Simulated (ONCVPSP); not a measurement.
## Li, ONCV: configuration errors across variants

* Element: lithium (Li)
* Generator: ONCVPSP 4.0.1
* Type: optimised norm-conserving Vanderbilt (ONCV)
* Functional: PBE
* Relativity: scalar-relativistic
* Frozen core: none
* Valence charge: 3
* Reference configuration: 1s2 2p1
* Partial waves: 1s: rc 0.45 bohr, ncon 4, nbas 7, qcut 11.9 1/bohr, 2 projectors, debl 2.8 Ha; 2p: rc 4.00 bohr, ncon 4, nbas 7, qcut 2.2 1/bohr, 3 projectors, debl 2.5 Ha; d scattering state at 0.32 Ha: rc 3.30 bohr, ncon 4, nbas 8, qcut 2.9 1/bohr, 2 projectors, debl 2.2 Ha
* Local potential: polynomial inside 0.35 bohr (lpopt 3, dvloc0 0 Ha)
* Core correction: none

All-electron excitation energies from the reference (eV): (1) 1s2 2s1 2p0 -1.787; (2) 1s2 2p0 3.509; (3) 1s2 2s0.5 2p0 0.262; (4) 1s1 2s1 2p0 66.620.

Errors AE − PS in meV (a dash: test not solved or not reliable):

| change | (1) | (2) | (3) | (4) | bound ghosts | GHOST(+) flags above zero |
| --- | --- | --- | --- | --- | --- | --- |
| base | -16 | +24 | -0.2 | +164 | none | s, p |
| p: rc 2.86 | +0.4 | +1.4 | +0.2 | +120 | none | s |
| p: rc 3.38 | -7.6 | +12 | -0.5 | +132 | none | s, p |
| p: rc 4.74 | -22 | +35 | +1.1 | +212 | none | s, p |
| p: rc 5.26 | -26 | +43 | +2.8 | +250 | none | s, p |
| p: rc 5.62 | -28 | +49 | +4.3 | +278 | none | s |

Problem. Give the same row for: p: rc 4.14.

Solution. -17, +26, 0.0, +173; bound ghosts: none; GHOST(+) flags above zero: s, p.
